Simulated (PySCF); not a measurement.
# Spinor energies of Pt⁶⁸⁺ (platinum, charge +68)

Start: [Ne]. Calculated with PySCF 2.14 in an uncontracted even-tempered set (17 s from 13 bohr⁻², ratio 2.6; 14 p from 17 bohr⁻², ratio 2.6; 6 d from 17 bohr⁻², ratio 2.8; 3 f from 370 bohr⁻², ratio 2.8): generalised Hartree-Fock with the X2C-1e Hamiltonian and a Gaussian nucleus; spin-orbit coupling (SO) screened by Boettger's factors.

```
spinor shell  electrons  ε, screened SO (eV)  weight of nominal j (screened SO)  rms radius, screened SO (bohr)
       1s1/2          2             -85099.5                              1.000                          0.0193
       2s1/2          2             -19872.3                              1.000                          0.0769
       2p1/2          2             -19355.1                              1.000                          0.0650
       2p3/2          4             -17562.2                              1.000                          0.0724
```

| quantity | screened SO |
| --- | --- |
| E (hartree) | -12447.05121 |
| M_J | 0 |
| ⟨J²⟩ | 0.000 |
| ⟨L²⟩ | 0.043 |
| ⟨S²⟩ | 0.043 |

Breit and QED terms are absent; they matter most for the inner s and p1/2 levels.

Densities and radii are taken from the X2C orbitals without a picture-change correction, which distorts them close to the nucleus.
